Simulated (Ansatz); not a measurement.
The same path of F3HOZr + H4Si (11 atoms, charge 0, multiplicity 1) was run 3 times with different band settings. Lost on the way: Si7–H11. Made: Zr1–Si7, F2–H11.

The calculation used RKS PBE/def2-SVP in Ansatz.

Relaxed end points:

```xyz
11
Properties=species:S:1:pos:R:3
Zr -0.209 0.297 0.104
F -0.681 0.579 1.945
F 1.617 0.787 -0.237
O -1.320 1.447 -0.941
H -1.904 2.029 -1.446
F -0.571 -1.508 -0.466
Si 1.731 -2.730 1.340
H 0.638 -3.751 1.432
H 2.270 -2.649 -0.056
H 2.837 -3.055 2.301
H 1.173 -1.384 1.736
```

```xyz
11
Properties=species:S:1:pos:R:3
Zr 0.405 -0.081 -0.441
F 0.912 0.319 1.837
F 1.739 1.281 -0.665
O -1.412 0.375 -0.047
H -2.249 0.851 0.051
F 0.352 -0.881 -2.177
Si 1.069 -2.473 0.899
H 0.031 -3.552 1.094
H 2.391 -3.158 0.646
H 1.274 -2.002 2.377
H 1.066 -0.615 2.138
```

Common settings: movable images 7; climbing image yes; spring 5.0 eV/Å²; optimiser quadratic models (default); iteration limit 60; end points relaxed.

| run | start path | force threshold |
| --- | --- | --- |
| 1 | through a guess of the saddle point | 0.05 eV/Å |
| 2 | through a guess of the saddle point | 0.5 eV/Å |
| 3 | straight line | 0.05 eV/Å |

Q: What does each run give, and how far can it be trusted?

A: Run 1: converged after 41 iterations, highest image 1.999 eV above the first end. Beside the main top the profile has a ripple of under 15 meV (maxima at images 2, 6), which may be a very shallow well or noise. Neighbouring images differ by up to 1.6 eV, so the band resolves the path poorly. A vibrational analysis at the climbing image gives one clearly imaginary mode, 331i cm⁻¹: a first-order saddle point.
Run 2: converged after 9 iterations, highest image 1.989 eV above the first end. The threshold of 0.5 eV/Å is loose, so the images may lie well off the minimum-energy path. Neighbouring images differ by up to 1.3 eV, so the band resolves the path poorly. The order of the stationary point at the top wasn't checked.
Run 3: converged after 27 iterations, highest image 1.998 eV above the first end. The profile has 2 maxima (images 2, 7) with wells between them (image 4): this band takes more than one step, which may be the mechanism or a detour left from its start path. Neighbouring images differ by up to 1.4 eV, so the band resolves the path poorly. Another band between the same ends (7 images) ends at a top of the same energy, where a vibrational analysis finds 1 clearly imaginary mode.
The orbitals stay closed-shell, which can raise the energy where a bond breaks towards radicals; this wasn't checked here.
